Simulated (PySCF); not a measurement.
Compound: C₅H₁₂Si₂.
SMILES with atom numbers: `[SiH3:1][CH2:2][SiH:3]1[CH2:4][CH:5]=[CH:6][CH2:7]1`

Definitions: NICS(0) = −σiso at the ring centroid; NICS(1) = −σiso and NICS(1)zz = −σzz at ±1 Å along the ring normal z. Level: GIAO PBE0/pcSseg-1 (PySCF, non-relativistic, gas phase) on the GFN2-xTB geometry, one conformer.

Ring bond lengths (Å), with Mayer bond orders in brackets: Si3–C4 1.912 (0.89), C4–C5 1.499 (1.04), C5–C6 1.321 (1.91), C6–C7 1.499 (1.05), C7–Si3 1.908 (0.89).

Give the NICS values of each ring in ppm.

```tsv
ring	type	NICS(0)	NICS(1), two faces	NICS(1)zz, two faces	rms pucker (Å)	centre to ring atoms, mean (Å)
Si3–C4–C5–C6–C7	5-membered ring with Si; formal bonds 1 double, 4 single	-1.9	-2.7 / -2.9	-1.0 / -2.4	0.00	1.38
```

What do they say, and how far can they be read as aromaticity?

- Si3–C4–C5–C6–C7: mean NICS(1)zz -1.7 ppm, near zero. Si3, C4, C7 have four or more neighbours; no verdict on aromaticity is drawn.

List the ring angles and the Hirshfeld charges of the ring atoms.

- Si3–C4–C5–C6–C7: Si3 93.5° (+0.376 e), C4 104.1° (-0.167 e), C5 119.2° (-0.056 e), C6 119.1° (-0.055 e), C7 104.2° (-0.166 e); sum 540.0° against 540° for a flat convex ring.

How shielded are the nuclei of the rings and their hydrogens (means over atoms taken as equivalent)?

| atoms | environment | σ isotropic (ppm) | principal values of the symmetric part, first atom (ppm) |
| --- | --- | --- | --- |
| Si3 | SiH silicon | 354.1 | 308.6, 375.4, 378.3 |
| C4 (×2) | sp3 carbon bound to silicon | 166.2 | 152.0, 157.5, 185.2 |
| C5 (×2) | alkene CH carbon | 48.6 | -60.6, 66.0, 140.3 |
| H on Si3 | Si–H hydrogen | 27.03 | 23.8, 25.1, 32.2 |
| H on C4 (×2) | methylene hydrogen | 30.16 | 25.8, 28.6, 36.2 |
| H on C4 (×2) | methylene hydrogen | 29.92 | 25.4, 27.4, 36.8 |
| H on C5 (×2) | vinylic hydrogen | 25.62 | 23.2, 26.2, 27.4 |
